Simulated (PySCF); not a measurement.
C₃H₉NSi₂, SMILES N#C[C@@H]([SiH3])C[SiH3]. Coordinates come from a PBE0-D3(BJ)/def2-SVP optimisation. The structure was generated by enumeration; whether it is a known compound was not checked. The values are those of a single conformer.

### Question
Give the equilibrium geometry at PBE0-D3(BJ)/def2-SVP (PySCF confirms it by a frequency run) as Cartesian coordinates in Å. (An estimate is asked for; the answer gives what the named calculation found.)

### Answer
Several could match; the one computed here: 
```xyz
15

N     -0.0614     2.1851    -1.3372
C      0.1492     1.1271    -0.9136
C      0.4439    -0.1806    -0.3510
Si     2.2996    -0.2565     0.1219
C     -0.4548    -0.5346     0.8515
Si    -2.3095    -0.6437     0.4656
H      0.3032    -0.9232    -1.1578
H      3.1482     0.0545    -1.0634
H      2.5540     0.7209     1.2190
H      2.5772    -1.6427     0.6035
H     -0.1409    -1.5111     1.2577
H     -0.3063     0.1977     1.6632
H     -2.5181    -1.6285    -0.6408
H     -3.0333    -1.1150     1.6847
H     -2.8455     0.6836     0.0473
```
